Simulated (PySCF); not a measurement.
C₅H₁₀O₂, triplet, at a GFN2-xTB geometry (a higher spin typed on purpose: for a closed-shell molecule this is an excited state). Base run: PySCF with PBE0/STO-3G.

PySCF was given this input:
```python
from pyscf import gto, scf, dft

mol = gto.Mole()
mol.atom = '''
    C    -0.73625456    0.18031274    1.50162581
    C    -0.60520756    0.18405462   -0.00498451
    C    -1.56034575   -0.77288188   -0.68318510
    C    -0.64173758    1.56773273   -0.61747268
    C     0.96848711   -0.34934101   -0.39686554
    O     1.84217162    0.55662477    0.13610481
    O     1.02552288   -1.59639469   -0.19987370
    H    -0.06594003    0.90706390    1.95627426
    H    -1.75933852    0.43698540    1.78035443
    H    -0.51929729   -0.80943847    1.89963957
    H    -2.57965495   -0.40056188   -0.57585168
    H    -1.49643221   -1.76237632   -0.23958998
    H    -1.33473584   -0.85712739   -1.74327402
    H     0.11509125    2.21377824   -0.18104230
    H    -0.48193302    1.52016241   -1.69168375
    H    -1.62417773    2.00495061   -0.43322171
    H     2.25521264    0.20545970    0.94383816
'''
mol.basis = 'sto-3g'
mol.spin = 2
mol.verbose = 3
mol.build()

mf = dft.UKS(mol)
mf.xc = 'pbe0'
mf.kernel()
mo_i, mo_e, stable_i, stable_e = mf.stability(internal=True, external=False, return_status=True, nroots=6, tol=1e-6)
print('internally stable:', stable_i, ' externally stable:', stable_e)
if not stable_i:
    umf = mf.copy()
    umf.scf_summary = {}
    umf.kernel(umf.make_rdm1(mo_i, mf.mo_occ))
mf.analyze()
```

The bond that is stretched is that between atoms 16 and 4. A test that says stable can miss a lower solution.

Each row names what was changed in the base input (with any setting that the change needs).

```
change       ΔE vs base (eV)  <S^2>                      stability test says
-----------  ---------------  -----  ---------------------------------------
base                    0.00  2.004  internally stable (external not tested)
bond × 1.25             0.93  2.004  internally stable (external not tested)
bond × 1.5              2.67  2.006  internally stable (external not tested)
bond × 1.8              4.53  2.268  internally stable (external not tested)
bond × 2.2              3.89  2.008  internally stable (external not tested)
bond × 3.0              3.71  2.008  internally stable (external not tested)
```

On stretching, the SCF can end on different states; <S^2> shows the spin contamination of each.
